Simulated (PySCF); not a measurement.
Species: C₆H₈F₃N₃.
Numbering: `[CH3:1][CH2:2][n:3]1[n:4][c:5]([CH3:6])[c:7]([C:8]([F:9])([F:10])[F:11])[n:12]1`

Probes without a nucleus sit at each ring's centroid and 1 Å off its mean plane on both sides; NICS is minus the shielding there, NICSzz its component along the normal. Level: GIAO PBE0/pcSseg-1 (PySCF, non-relativistic, gas phase) on the GFN2-xTB geometry, one conformer.

Ring bond lengths (Å), with Mayer bond orders in brackets: N3–N4 1.310 (1.22), N4–C5 1.327 (1.48), C5–C7 1.409 (1.26), C7–N12 1.331 (1.43), N12–N3 1.302 (1.27).

Problem. Give the NICS values of each ring in ppm.

Solution. 
```tsv
ring	type	NICS(0)	NICS(1), two faces	NICS(1)zz, two faces	rms pucker (Å)	centre to ring atoms, mean (Å)
N3–N4–C5–C7–N12	5-membered ring with 3 N; formal bonds all aromatic	-12.6	-12.9 / -12.8	-30.0 / -30.9	0.00	1.14
```

Problem. What do they say, and how far can they be read as aromaticity?

Solution. 
- N3–N4–C5–C7–N12: mean NICS(1)zz -30.5 ppm, shielded, aromatic by this magnetic criterion (flat ring, no four-coordinate atom).

Problem. How equal are the bonds by HOMA? HOMA = 1 − mean of α(R − Ropt)² over the ring bonds, with Krygowski's 1993 parameters (CC: Ropt 1.388 Å, α 257.7 Å⁻²; CN: Ropt 1.334 Å, α 93.52 Å⁻²; NN: Ropt 1.309 Å, α 130.33 Å⁻²).

Solution. 
- N3–N4–C5–C7–N12: HOMA 0.98; the largest term is that of C5–C7, α(R − Ropt)² = 0.11. The geometric and the magnetic index point the same way.

Problem. What field does 1 T along the ring normal induce along that normal at the first NICS(1) probe listed for ring N3–N4–C5–C7–N12, 1 Å off the ring?

Solution. NICSzz × B0 = -30.0 ppm × 1 T = -30 μT, against the applied field.

Problem. List the ring angles and the Hirshfeld charges of the ring atoms.

Solution. 
- N3–N4–C5–C7–N12: N3 115.0° (+0.107 e), N4 105.6° (-0.129 e), C5 106.5° (+0.032 e), C7 108.3° (-0.032 e), N12 104.5° (-0.123 e); sum 540.0° against 540° for a flat convex ring.

Problem. What are the shieldings of the ring atoms and their hydrogens in the same run (means over atoms taken as equivalent)?

Solution. 
```json
{"atoms": "N3", "environment": "pyrrole-type nitrogen", "σ isotropic (ppm)": "-9.8"}
{"atoms": "N4", "environment": "pyridine-type nitrogen", "σ isotropic (ppm)": "-92.8"}
{"atoms": "C5", "environment": "substituted aromatic carbon", "σ isotropic (ppm)": "37.2"}
{"atoms": "C7", "environment": "substituted aromatic carbon", "σ isotropic (ppm)": "44.2"}
{"atoms": "N12", "environment": "pyridine-type nitrogen", "σ isotropic (ppm)": "-99.3"}
```

The values belong to the conformer `[CH3:1][CH2:2][n:3]1[n:4][c:5]([CH3:6])[c:7]([C:8]([F:9])([F:10])[F:11])[n:12]1`: C1–C2–N3–N4 -89°, C5–C7–C8–F9 -62°.
